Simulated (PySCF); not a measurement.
PySCF input (B3PW91/6-31G* (5d)):

```python
from pyscf import gto, dft

mol = gto.M(
    atom='''
    C     2.22242800   -0.11295600    0.59835000
    Si    0.72902100    0.73914200   -0.24555300
    B    -1.10996500   -0.19951400   -0.15315800
    O    -2.16051400    0.30209400   -0.69113400
    O    -1.02772000   -1.43846500    0.57184800
    H     2.37830400   -1.10543900    0.16749000
    H     3.15215900    0.45503500    0.49845100
    H     2.01891600   -0.25412100    1.66306400
    H     1.18647500    0.99073000   -1.65726300
    H     0.70703300    2.12643200    0.33790900
    H    -1.92805600   -1.79434600    0.55807300
    ''',
    basis='6-31g*',
    charge=-1,
    spin=0,
    verbose=4,
)

mf = dft.RKS(mol, xc='b3pw91')
mf.grids.level = 3
mf.conv_tol = 1e-9
mf.max_cycle = 100
mf.max_memory = 1500
mf.kernel()
if not mf.converged:
    mf = mf.newton()
    mf.kernel(mf.make_rdm1())
mf.dip_moment()
```

From the output:

```
SCF max_cycles = 100
direct_scf = True
direct_scf_tol = 1e-13
XC library pyscf.dft.libxc version 7.1.2
    S. Lehtola, C. Steigemann, M. J. T. Oliveira, and M. A. L. Marques,  SoftwareX 7, 1–5 (2018)
XC functionals = b3pw91
    A. D. Becke,  J. Chem. Phys. 98, 5648 (1993)
radial grids:
    Treutler-Ahlrichs [JCP 102, 346 (1995); DOI:10.1063/1.469408] (M4) radial grids

becke partition: Becke, JCP 88, 2547 (1988); DOI:10.1063/1.454033
pruning grids: <function nwchem_prune>
grids dens level: 3
symmetrized grids: False
atomic radii adjust function: <function treutler_atomic_radii_adjust>
small_rho_cutoff = 0
Set gradient conv threshold to 3.16228e-05
Initial guess from minao.
tot grids = 134360
init E= -506.515894365804
  HOMO = -0.315670596084547  LUMO = -0.0662704647873844  gap/eV = 6.78652
cycle= 1 E= -506.204530655421  delta_E= 0.311  |g|= 1.15  |ddm|= 2.91
  HOMO = 0.209353452396116  LUMO = 0.251612220527465  gap/eV = 1.14992
cycle= 2 E= -504.77840670435  delta_E= 1.43  |g|= 2.56  |ddm|=  5.5
  HOMO = -0.0126072041671978  LUMO = 0.235928297812855  gap/eV = 6.76300
cycle= 3 E= -506.396518421785  delta_E= -1.62  |g|= 0.628  |ddm|= 5.15
  HOMO = -0.00250616198075848  LUMO = 0.219841335053649  gap/eV = 6.05038
cycle= 4 E= -506.480549698756  delta_E= -0.084  |g|= 0.182  |ddm|= 0.617
  HOMO = -0.0031227950359396  LUMO = 0.214415461960258  gap/eV = 5.91952
cycle= 5 E= -506.486182080774  delta_E= -0.00563  |g|= 0.0561  |ddm|= 0.185
  HOMO = -0.00182964129103125  LUMO = 0.220558195625138  gap/eV = 6.05148
cycle= 6 E= -506.486954560708  delta_E= -0.000772  |g|= 0.0171  |ddm|= 0.0663
  HOMO = -0.00316276973797036  LUMO = 0.221021250034223  gap/eV = 6.10036
cycle= 7 E= -506.487021450014  delta_E= -6.69e-05  |g|= 0.00449  |ddm|= 0.0163
  HOMO = -0.00393153170652205  LUMO = 0.220689258399769  gap/eV = 6.11224
cycle= 8 E= -506.487026914003  delta_E= -5.46e-06  |g|= 0.000743  |ddm|= 0.0062
  HOMO = -0.0039138580860838  LUMO = 0.220743354380382  gap/eV = 6.11323
cycle= 9 E= -506.487027065909  delta_E= -1.52e-07  |g|= 0.000166  |ddm|= 0.0011
  HOMO = -0.00394688514000086  LUMO = 0.220720299074363  gap/eV = 6.11351
cycle= 10 E= -506.4870270744  delta_E= -8.49e-09  |g|= 5.78e-05  |ddm|= 0.000359
  HOMO = -0.0039409148663383  LUMO = 0.220724626612982  gap/eV = 6.11346
cycle= 11 E= -506.487027075378  delta_E= -9.78e-10  |g|= 7.91e-06  |ddm|= 7.79e-05
  HOMO = -0.00393929392631076  LUMO = 0.22072562839107  gap/eV = 6.11344
Extra cycle  E= -506.487027075376  delta_E= 2.61e-12  |g|= 1e-05  |ddm|= 1.52e-05
converged SCF energy = -506.487027075376

WARN: System has nonzero charge -1; the dipole moment is origin-dependent.
Location of origin: [0. 0. 0.]

Dipole moment(X, Y, Z, Debye):  3.54021, -1.57524,  1.74738
```

The dipole moment of an ion depends on the origin.

The geometry given is a B3LYP-D3(BJ)/def2-TZVP minimum.
